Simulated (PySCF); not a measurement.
# Basis-set dependence of AlTl at PBE0

PySCF, UKS reference; triplet, unpaired electrons σ ↑, π ↑; De to Al + Tl without counterpoise correction.

```json
{"basis": "def2-SVP", "relativity": "scalar-relativistic core potentials", "functions": "44", "Re (Å)": "2.924", "ωe (cm⁻¹)": "183", "De (eV)": "1.35", "μ (D)": "1.04"}
{"basis": "cc-pV(D+d)Z/cc-pVDZ-PP", "relativity": "scalar-relativistic core potentials", "functions": "46", "Re (Å)": "2.928", "ωe (cm⁻¹)": "182", "De (eV)": "1.34", "μ (D)": "0.97"}
{"basis": "def2-SVPD", "relativity": "scalar-relativistic core potentials", "functions": "56", "Re (Å)": "2.926", "ωe (cm⁻¹)": "182", "De (eV)": "1.36", "μ (D)": "0.95"}
```

How does each smaller set differ from the one with most functions, def2-SVPD?

def2-SVP: -0.2 pm, +0.5 % in ωe, -0.01 eV in De; cc-pV(D+d)Z/cc-pVDZ-PP: +0.2 pm, +0.0 % in ωe, -0.02 eV in De. All at PBE0; the set with most functions is neither the basis-set limit nor always the best.

A positive dipole means Al(−)Tl(+). Spin–orbit coupling is left out, which matters for elements this heavy, above all for dissociation energies. The state is the lowest determinant that a PBE0 search found; another state may lie lower at other levels.
